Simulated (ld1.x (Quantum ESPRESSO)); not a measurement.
**How hard is this carbon TM potential?**

ld1.x (Quantum ESPRESSO) 7.5 input, shortened:

```
&input
   title='C', zed=6., rel=0, dft='PBE', iswitch=3,
   config='[He] 2s2 2p2 3d-2'
 /
 &inputp
   pseudotype=2, tm=.true., lloc=0,
   nlcc=.true., new_core_ps=.true.
 /
3
2P  2  1   2.00   0.00  2.30  2.30  0.0
3D  3  2  -2.00  -0.10  1.75  1.75  0.0
2S  1  0   2.00   0.00  0.95  0.95  0.0
 &test
   configts(1)='2s2 2p2'
 /
```

The pseudo-atom Hamiltonian at the reference potential is diagonalised in spherical Bessel functions j_l(qr) that vanish at 20 bohr, with q² up to the cutoff. All-electron valence levels (Ry): 2p -0.3887, 2s -1.0098.

Task: How do the lowest levels (Ry) of each channel move with the cutoff, and are there ghosts?

Result:

| cutoff (Ry) | p #1 | p #2 | d #1 | d #2 | s #1 | s #2 | f #1 | f #2 | Σ f·Δε (mRy) |
| --- | --- | --- | --- | --- | --- | --- | --- | --- | --- |
| 8 | -0.2077 | 0.0391 | 0.0727 | 0.1712 | -0.9033 | -0.0099 | 0.1172 | 0.2522 | 574.9 |
| 12 | -0.3048 | 0.0349 | 0.0727 | 0.1711 | -0.9273 | -0.0108 | 0.1172 | 0.2522 | 332.9 |
| 18 | -0.3739 | 0.0327 | 0.0727 | 0.1711 | -0.9677 | -0.0125 | 0.1172 | 0.2522 | 113.9 |
| 21 | -0.3834 | 0.0324 | 0.0727 | 0.1711 | -0.9808 | -0.0131 | 0.1172 | 0.2522 | 68.7 |
| 30 | -0.3885 | 0.0323 | 0.0727 | 0.1711 | -1.0008 | -0.0140 | 0.1172 | 0.2522 | 18.4 |
| 40 | -0.3886 | 0.0323 | 0.0727 | 0.1711 | -1.0073 | -0.0143 | 0.1172 | 0.2522 | 5.2 |
| 50 | -0.3887 | 0.0323 | 0.0727 | 0.1711 | -1.0077 | -0.0143 | 0.1172 | 0.2522 | 4.3 |
| 60 | -0.3887 | 0.0323 | 0.0727 | 0.1711 | -1.0078 | -0.0143 | 0.1172 | 0.2522 | 3.9 |
| 70 | -0.3887 | 0.0323 | 0.0727 | 0.1711 | -1.0084 | -0.0143 | 0.1172 | 0.2522 | 2.9 |
| 90 | -0.3887 | 0.0323 | 0.0727 | 0.1711 | -1.0093 | -0.0144 | 0.1172 | 0.2522 | 0.9 |
| 110 | -0.3887 | 0.0323 | 0.0727 | 0.1711 | -1.0097 | -0.0144 | 0.1172 | 0.2522 | 0.2 |
| 400 | -0.3887 | 0.0323 | 0.0727 | 0.1711 | -1.0098 | -0.0144 | 0.1172 | 0.2522 | 0.0 |

Result: no extra level below or beside the all-electron valence levels (p, d, s, f tested); 10 mRy is reached at 35 Ry and 1 mRy at 90 Ry.

Its largest configuration-test error is +902 meV.
